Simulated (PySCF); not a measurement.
**Polarisability and C₆ of Tl (thallium, neutral)**

[Xe] 4f14 5d10 6s2 6p1, 2P determinant. Computed with PySCF 2.14 in def2-QZVPPD with the def2 core potential (60 electrons) (8s6p5d4f1g, 88 functions), with scalar relativity through the core potential. Coupled (time-dependent) response in atomic units; α is the mean over directions.

```csv
method,mean α (bohr³),"α xx, yy, zz",C₆ (like pair),S(−4)
r2SCANh,75.32,"54.14, 117.7, 54.14",818.2,3851
M06-L,88.16,"61.82, 140.8, 61.82",939.1,6489
```

S(−4) is the Cauchy moment in α(ω) = α(0) + S(−4) ω² + …

Reference α: 50 ± 2 bohr³ (recommended; Schwerdtfeger and Nagle, table of static dipole polarizabilities (2023 update)). Published C₆: 509.0 (Gould and Bucko (2016)).

Spin-orbit coupling is absent.

α(iu) at r2SCANh:

```tsv
u (hartree)	α(iu) (bohr³)
0	75.32
0.0500	67.30
0.100	53.42
0.200	34.11
0.300	23.90
0.500	14.20
0.750	9.107
1.00	6.586
1.50	4.086
2.00	2.836
3.00	1.606
5.00	0.7108
```

A single London oscillator, α(iu) = α/(1 + u²/ω²), gives C₆ = (3/4) ω α². Matching the computed C₆ needs ω = 4 × 818.2 / (3 × 75.32²) = 0.192 hartree.

The components differ because the open shell of this determinant is not spherical; for a pure term their mean is the scalar polarisability.

Energies and moments cover only the electrons outside the core potential. Spin-orbit coupling, absent here, splits the open shell strongly.
